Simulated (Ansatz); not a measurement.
# Loss of H2O: CH6O3Sn → CH4O2Sn + H2O

Species: CH6O3Sn `C[O][SnH]([OH])[OH]`, singlet; CH4O2Sn `C[O][Sn][OH]`, singlet; H2O `O`, singlet. 

Shapes, held fixed at every level: PBE0-D4/def2-TZVP. Flexible molecules stand in one conformer, not always the lowest. Programs: Ansatz 0.2.0. The zero-point and thermal change to 298 K, harmonic and unscaled (PBE0-D4/def2-TZVP), is +5.1 kJ/mol.

(1) Estimate ΔH(298 K) of this reaction.

Answers

(1) The highest level, CCSD(T)/def2-TZVPP, gives ΔH(298 K) = -8.0 kJ/mol; the levels span -36.0 to -8.0. The column of differences is taken from that level and isn't an error. No measured value is set beside it here. For atoms past krypton def2 sets carry core potentials with scalar relativity. Correlated rows may include outer-core shells of Sn, which these sets cover unevenly.

```json
{"level": "HF/def2-SVP", "kind": "Hartree–Fock", "ΔH(298 K) (kJ/mol)": "-19.5", "less CCSD(T)/def2-TZVPP": "-11.5"}
{"level": "PBE-D4/def2-TZVPP", "kind": "GGA", "ΔH(298 K) (kJ/mol)": "-32.2", "less CCSD(T)/def2-TZVPP": "-24.2"}
{"level": "r2SCAN-D4/def2-TZVPP", "kind": "meta-GGA", "ΔH(298 K) (kJ/mol)": "-13.1", "less CCSD(T)/def2-TZVPP": "-5.1"}
{"level": "B3LYP-D4/def2-TZVPP", "kind": "global hybrid", "ΔH(298 K) (kJ/mol)": "-36.0", "less CCSD(T)/def2-TZVPP": "-28.0"}
{"level": "B2PLYP/def2-TZVPP", "kind": "double hybrid", "ΔH(298 K) (kJ/mol)": "-29.1", "less CCSD(T)/def2-TZVPP": "-21.1"}
{"level": "MP2/def2-TZVPP", "kind": "perturbation theory", "ΔH(298 K) (kJ/mol)": "-15.2", "less CCSD(T)/def2-TZVPP": "-7.2"}
{"level": "CCSD(T)/def2-SVP", "kind": "coupled cluster or CI", "ΔH(298 K) (kJ/mol)": "-11.1", "less CCSD(T)/def2-TZVPP": "-3.1"}
{"level": "CCSD(T)/def2-TZVPP", "kind": "coupled cluster or CI", "ΔH(298 K) (kJ/mol)": "-8.0", "less CCSD(T)/def2-TZVPP": "0.0"}
```
